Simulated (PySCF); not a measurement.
A PySCF script (with the pyscf-properties extension) for the NMR shieldings of `[SiH2]1[SiH](C#N)[SiH2][SiH2][SiH2]1`, CH9NSi5, on a GFN2-xTB geometry:

```python
import basis_set_exchange as bse
import numpy as np
from pyscf import gto, dft
from pyscf.prop import nmr

atoms = """
N    -2.713292    0.485379    2.650368
C    -2.380800    0.405082    1.554823
Si   -1.747998    0.258993   -0.191500
Si   -0.691759   -1.831501   -0.313518
Si    1.595811   -1.425206   -0.040233
Si    1.945982    0.887478   -0.110804
Si   -0.122491    1.934795   -0.421167
H    -2.994337    0.425798   -0.952985
H    -0.980723   -2.419669   -1.629170
H    -1.248689   -2.791286    0.642539
H     2.077628   -1.998067    1.221257
H     2.375111   -2.124300   -1.069588
H     2.594971    1.365632    1.114806
H     2.883432    1.258739   -1.177811
H    -0.239538    2.511990   -1.767707
H    -0.360906    3.065086    0.479279
"""
names = dict.fromkeys(["N", "C", "Si", "H"], "pcSseg-1")
basis = {el: gto.basis.parse(bse.get_basis(n, elements=[el], fmt="nwchem")) for el, n in names.items()}
mol = gto.M(atom=atoms, basis=basis, charge=0, verbose=0)
mf = dft.RKS(mol, xc="PBE0")
mf.grids.level = 2
mf.grids.alignment = dft.numint.BLKSIZE   # the property module wants whole blocks of grid points
mf.conv_tol = 1e-9
mf.kernel()

calc = nmr.RKS(mf)   # GIAO
C = mf.mo_coeff
Co = C[:, mf.mo_occ > 0]
resp = mf.gen_response(singlet=True, hermi=2)
def vind(x):   # induced exchange potential for any number of trial vectors
    d = np.einsum("pi,xij,qj->xpq", C, 2 * x.reshape(-1, C.shape[1], Co.shape[1]), Co, optimize=True)
    return np.einsum("xpq,pi,qj->xij", resp(d - d.transpose(0, 2, 1)), C, Co, optimize=True).ravel()
mo1, _ = nmr.rhf.solve_mo1(calc, with_cphf=vind)
sigma = calc.kernel(mo1)
for i, s in enumerate(sigma):   # ppm
    w = np.linalg.eigvalsh((s + s.T) / 2)
    print("%2d %-2s iso %8.1f  s11 %8.1f  s22 %8.1f  s33 %8.1f" % (i, mol.atom_pure_symbol(i), w.mean(), *w))
```

Problem. What are the results?

Solution. 
```
 0 N  iso   -106.8  s11   -305.1  s22   -297.2  s33    281.8
 1 C  iso     62.9  s11    -55.2  s22    -46.8  s33    290.9
 2 Si iso    448.1  s11    421.5  s22    442.5  s33    480.1
 3 Si iso    461.7  s11    432.8  s22    463.8  s33    488.6
 4 Si iso    468.8  s11    443.4  s22    467.3  s33    495.7
 5 Si iso    468.9  s11    443.8  s22    467.2  s33    495.7
 6 Si iso    461.7  s11    432.8  s22    463.6  s33    488.7
 7 H  iso     27.3  s11     23.7  s22     24.5  s33     33.6
 8 H  iso     28.2  s11     24.1  s22     25.5  s33     34.9
 9 H  iso     27.9  s11     23.7  s22     25.4  s33     34.5
10 H  iso     28.0  s11     23.9  s22     25.3  s33     34.8
11 H  iso     28.1  s11     23.8  s22     25.4  s33     35.1
12 H  iso     28.0  s11     23.9  s22     25.3  s33     34.8
13 H  iso     28.1  s11     23.8  s22     25.4  s33     35.1
14 H  iso     28.2  s11     24.1  s22     25.5  s33     34.9
15 H  iso     27.9  s11     23.7  s22     25.4  s33     34.5
```

These numbers come from an equivalent density-fitted implementation of the same equations, which agrees with the script to about 0.01 ppm for H and up to a few tenths of a ppm for heavy atoms, so last digits may differ.

Problem. Turn these shieldings into chemical shifts. Chemical shifts δ = σref − σ; 15N (267.73 ppm) vs NH3; 13C (186.93 ppm), 29Si (349.16 ppm), 1H (31.72 ppm) vs TMS, all at this level.

Solution. Averaging equivalent atoms: N 0: 374.5; C 1: 124.0; Si 2: -98.9; Si 3/6: -112.5; Si 4/5: -119.7; H 7: 4.46; H 9/15: 3.85; H 10/12: 3.73; H 11/13: 3.63; H 8/14: 3.57 ppm. Experimental scales use liquid or dissolved standards, which lie at an offset from isolated NH3 (liquid NH3: subtract about 20 ppm). Unscaled 15N shifts of sp2 nitrogen come out 20 to 40 ppm too high even then.

Size and cost of the density-fitted run: 199 basis functions, roughly 2 core-minutes.
